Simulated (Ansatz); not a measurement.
An input meant for Pd₂Au⁺ (charge 1, singlet).

```yaml
crystal:
  periodic: [false, false, false]
  atoms:
    - {symbol: Pd, position_ang: [1.403817, 0.249729, 0.149166]}
    - {symbol: Pd, position_ang: [-0.401349, -1.360088, -0.210720]}
    - {symbol: Au, position_ang: [-1.002468, 1.110359, 0.061554]}
basis:
  gaussian: {orbitals: def2-mTZVPP, fitting: {mean_field: def2-universal-jkfit}}
total_charge: -1
magnetization: {spin_polarized: true, initial_magnetization: 0}
hamiltonian: {xc: {name: HF}}
scf: {lower_state_search: off}
output: {forces: true}
```

```sh
$ ansatz run in.yaml --threads 4 --pin off --events-out ev --progress --plain --max-ram 3916MiB
```

Output, abridged:

```
Functional definition: HF
757 factors; integrals over basis functions are off by at most 2.6e-2 eV
mean field evaluation 1: about -10574.4647 eV, gradient 4.1e1 eV
mean field evaluation 2: about -10566.2328 eV, gradient 6.8e1 eV
mean field evaluation 4: about -10581.4442 eV, gradient 1.1e0 eV
mean field evaluation 8: about -10581.5071 eV, gradient 7.1e-3 eV
mean field -10581.50712860 eV, -388.8632145728 hartree, gradient 1.6e-6 eV, S^2 0.000000; 0 other end points of the search recorded, 0 dependent functions left out
reference -10581.50712860 eV, -388.8632145728 hartree; 28, 28 occupied and 74, 74 virtual orbitals, 757 factors
Total energy: -10581.50712860 eV, -388.8632145728 hartree
Atom 0 at     1.403817     0.249729     0.149166 Å, force     3.587607     1.339179     0.472632 eV/Å
Atom 1 at    -0.401349    -1.360088    -0.210720 Å, force    -1.726870    -3.400175    -0.586885 eV/Å
Atom 2 at    -1.002468     1.110359     0.061554 Å, force    -1.860737     2.060996     0.114253 eV/Å
Dipole moment:     0.219869    -0.243533    -0.013500 e Å
Checks for a lower state left out: stability, starts, cluster_reference, orbital_swaps, neighbouring_geometries, increment
```

(1) Something in this input is off. What?

## Answers

(1) The charge is far from what the species holds (-1 typed, 1 meant). The run converged. The result belongs to that input, not to the species as meant. The highest occupied level of an anion often lies above zero with these methods, and sets without diffuse functions describe the outer electron poorly.
